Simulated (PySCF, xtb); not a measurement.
GeFBr, SMILES [F][Ge][Br] (connectivity only; charge and spin as stated), neutral, multiplicity 1.

GFN2-xTB (xtb) at its own geometry gives an orbital gap of 3.72 eV and a dipole moment of 6.27 D.

Geometry: PBE0-D3(BJ)/def2-TZVP.

Question: What does M06-2X/def2-TZVPD (PySCF) give? (The exact figures need the calculation; the answer reports its results.)

Answer: gap 7.13 eV (levels -9.24 and -2.11 eV), dipole 2.22 D.
